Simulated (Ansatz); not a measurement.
Relaxation of the cluster Cs8⁻ with UKS PBE0/def2-SVPD.

```sh
$ ansatz run in.yaml --threads 4 --pin off --events-out ev --progress --plain --max-ram 4787MiB
```

```yaml
crystal:
  periodic: [false, false, false]
  atoms:
    - {symbol: Cs, position_ang: [-0.643850, 4.911920, 1.643250]}
    - {symbol: Cs, position_ang: [-3.900990, -3.277880, 0.357470]}
    - {symbol: Cs, position_ang: [0.425570, -2.766700, -0.906170]}
    - {symbol: Cs, position_ang: [-0.330920, 0.546460, 2.901940]}
    - {symbol: Cs, position_ang: [-2.299110, 0.387560, -1.777410]}
    - {symbol: Cs, position_ang: [0.509100, -1.016860, -5.078830]}
    - {symbol: Cs, position_ang: [4.014660, -0.729540, 3.031170]}
    - {symbol: Cs, position_ang: [2.225530, 1.945030, -0.171410]}
basis:
  gaussian: {orbitals: def2-SVPD}
total_charge: -1
magnetization: {spin_polarized: true, initial_magnetization: 1}
hamiltonian: {xc: pbe0}
scf: {lower_state_search: "off"}
output: {orbitals: {seedname: orbitals}}
relax: {f_tol: 0.02, max_steps: 100}
```

It took 11 min on 4 threads of Intel Xeon on a shared host, peak host memory 1.4 GiB.

Positions (Å) and forces (eV/Å) at steps 1, 2, 3, 4, 5, 7, 10 of 10:

```xyz
8
step=1 energy=-4387.0535 eV
Cs   -0.644    4.912    1.643   -0.158    0.311    0.025
Cs   -3.901   -3.278    0.357   -0.242   -0.171    0.171
Cs    0.426   -2.767   -0.906    0.421   -0.404    0.164
Cs   -0.331    0.546    2.902   -0.411   -0.224    0.400
Cs   -2.299    0.388   -1.777   -0.349    0.493   -0.090
Cs    0.509   -1.017   -5.079    0.137    0.026   -0.307
Cs    4.015   -0.730    3.031    0.259   -0.194    0.132
Cs    2.226    1.945   -0.171    0.344    0.163   -0.496
8
step=2 energy=-4387.2549 eV
Cs   -0.673    4.927    1.630   -0.141    0.276    0.026
Cs   -3.911   -3.277    0.397   -0.209   -0.149    0.155
Cs    0.475   -2.819   -0.890    0.356   -0.330    0.142
Cs   -0.381    0.520    2.950   -0.349   -0.190    0.323
Cs   -2.342    0.447   -1.790   -0.281    0.421   -0.065
Cs    0.539   -0.997   -5.092    0.125    0.020   -0.270
Cs    4.028   -0.765    3.028    0.223   -0.174    0.113
Cs    2.265    1.965   -0.232    0.276    0.127   -0.424
8
step=3 energy=-4387.6789 eV
Cs   -0.747    5.030    1.633   -0.107    0.171    0.048
Cs   -3.977   -3.320    0.489   -0.112   -0.070    0.113
Cs    0.609   -2.946   -0.844    0.225   -0.199    0.071
Cs   -0.515    0.454    3.066   -0.221   -0.102    0.184
Cs   -2.441    0.610   -1.814   -0.149    0.273   -0.027
Cs    0.611   -0.978   -5.187    0.099   -0.014   -0.161
Cs    4.102   -0.860    3.054    0.125   -0.121    0.049
Cs    2.358    2.010   -0.398    0.140    0.062   -0.276
8
step=4 energy=-4387.8677 eV
Cs   -0.852    5.130    1.734   -0.076    0.109    0.038
Cs   -3.965   -3.250    0.631   -0.082   -0.039    0.083
Cs    0.719   -3.113   -0.854    0.152   -0.123    0.046
Cs   -0.643    0.454    3.163   -0.142   -0.076    0.119
Cs   -2.365    0.706   -1.819   -0.129    0.191   -0.031
Cs    0.716   -1.013   -5.289    0.075   -0.020   -0.097
Cs    4.067   -0.963    2.965    0.089   -0.087    0.027
Cs    2.324    2.048   -0.531    0.111    0.045   -0.186
8
step=5 energy=-4388.0238 eV
Cs   -0.978    5.195    1.829   -0.042    0.051    0.024
Cs   -3.982   -3.188    0.762   -0.043   -0.015    0.041
Cs    0.849   -3.252   -0.831    0.070   -0.049    0.026
Cs   -0.770    0.402    3.259   -0.063   -0.041    0.041
Cs   -2.442    0.883   -1.870   -0.058    0.097   -0.010
Cs    0.850   -1.069   -5.335    0.044   -0.016   -0.039
Cs    4.094   -1.072    2.900    0.048   -0.042    0.007
Cs    2.378    2.101   -0.714    0.044    0.014   -0.090
8
step=7 energy=-4388.0931 eV
Cs   -1.189    5.268    1.998   -0.004    0.007    0.008
Cs   -4.092   -3.123    0.866    0.002    0.006   -0.015
Cs    1.030   -3.416   -0.721   -0.013   -0.001    0.005
Cs   -0.894    0.287    3.270    0.012   -0.008   -0.009
Cs   -2.578    1.249   -1.906    0.005   -0.004    0.006
Cs    1.060   -1.202   -5.301    0.000   -0.006    0.008
Cs    4.247   -1.184    2.799    0.004    0.013   -0.003
Cs    2.416    2.121   -1.004   -0.005   -0.006    0.002
8
step=10 energy=-4388.1075 eV
Cs   -1.238    5.261    2.208    0.005   -0.010   -0.004
Cs   -4.200   -3.003    0.436    0.005    0.004   -0.005
Cs    1.006   -3.614   -0.447    0.006   -0.005    0.005
Cs   -0.779    0.100    3.131   -0.005    0.001    0.003
Cs   -2.608    1.450   -1.889   -0.002    0.002   -0.002
Cs    0.976   -1.411   -5.006   -0.008    0.003    0.004
Cs    4.467   -0.906    2.662   -0.004    0.003   -0.003
Cs    2.376    2.123   -1.094    0.002    0.002    0.001
```

In the def2 sets Cs takes a core potential; there is no spin–orbit coupling. The structure comes from a short search, and lower isomers may exist.
